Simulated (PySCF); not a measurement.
Correlation energy of Zn²⁺ (zinc, charge +2)

[Ar] 3d10, closed-shell 1S. Computed with PySCF 2.14 in def2-TZVP (6s5p4d1f, 48 functions), with no relativity, point nucleus. Frozen: [Ar]; 10 electrons correlated.

Total MP2 correlation energy: -339.05 mhartree.

Same-spin part -125.52 and opposite-spin part -213.53 mhartree; SCS-MP2 scales them by 1/3 and 6/5 to -298.08 mhartree.

```
  level  correlation energy (mhartree)
   CCSD                        -308.48
    (T)                          -4.14
CCSD(T)                        -312.62
```

Diagnostics: T1 = 0.0074, D1 = 0.0104, largest double amplitude 0.017.

Q: Is a single reference adequate?

A: Yes: T1 lies below 0.03 and no double amplitude reaches 0.07.
